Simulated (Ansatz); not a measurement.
One change: `C[CH](C)[Ga]([CH3])[Cl]` becomes `C[CH2][Ga]([CH3])[Cl]`.

Ansatz, PBE0-D4/def2-TZVP geometries, multiplicity 1. Each molecule was computed in one conformer, which needn't be the lowest.

Scalar relativity is left out up to krypton.

```tsv
property	`C[CH](C)[Ga]([CH3])[Cl]`
LUMO energy (PBE0/def2-TZVPP) / eV	-0.96
zero-point energy (PBE0-D4/def2-TZVP) / kJ/mol	341.2
HOMO–LUMO gap (PBE0/def2-TZVPP) / eV	6.35
HOMO–LUMO gap (ωB97M-V/def2-TZVPP) / eV	10.15
HOMO–LUMO gap (PBE/def2-TZVPP) / eV	4.37
HOMO energy (ωB97M-V/def2-TZVPP) / eV	-9.46
```

What does the change do to each property? (Estimate.)

Computed: 
| property | `C[CH2][Ga]([CH3])[Cl]` | shift |
| --- | --- | --- |
| LUMO energy (PBE0/def2-TZVPP) / eV | -0.89 | 0.07 |
| zero-point energy (PBE0-D4/def2-TZVP) / kJ/mol | 267.0 | -74.2 |
| HOMO–LUMO gap (PBE0/def2-TZVPP) / eV | 6.66 | 0.31 |
| HOMO–LUMO gap (ωB97M-V/def2-TZVPP) / eV | 10.50 | 0.35 |
| HOMO–LUMO gap (PBE/def2-TZVPP) / eV | 4.63 | 0.26 |
| HOMO energy (ωB97M-V/def2-TZVPP) / eV | -9.72 | -0.26 |

With PBE0 the HOMO falls by 0.25 eV and the LUMO rises by 0.07 eV, so the gap widens by about 0.32 eV. PBE moves the HOMO by -0.20 eV and ωB97M-V by -0.26 eV. The zero-point energy changes by -74.2 kJ/mol with -9 modes.
